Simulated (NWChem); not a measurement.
# AlHI2; SMILES [I][AlH][I]

```xyz
4

Al     0.0000     0.0000    -1.0831
H      0.0000     0.0000    -2.6568
I     -2.1262     0.0000     0.1579
I      2.1262     0.0000     0.1579
```
Atoms are numbered in this order, from 1.

Coordinates come from a PBE0/def2-SVP optimisation. Not confirmed as a minimum by frequencies. def2 effective core potentials on I; no spin-orbit coupling.

Symmetry labels are those of C2v in the frame above (b1 and b2, or b-type labels, depend on it).

Problem. List the 4 lowest vertical singlet excitations from PBE/def2-SVPD with def2 effective core potentials on I, TDA (NWChem).

Solution. 
| state | energy (eV) | oscillator strength | symmetry | leading excitation (squared amplitude) |
|---|---|---|---|---|
| S1 | 4.06 | 0.000 | a2 | HOMO → LUMO (1.00) |
| S2 | 4.31 | 0.000 | b2 | HOMO−2 → LUMO (1.00) |
| S3 | 4.57 | 0.026 | b1 | HOMO−1 → LUMO (0.69) |
| S4 | 4.93 | 0.129 | b1 | HOMO → LUMO+1 (0.69) |
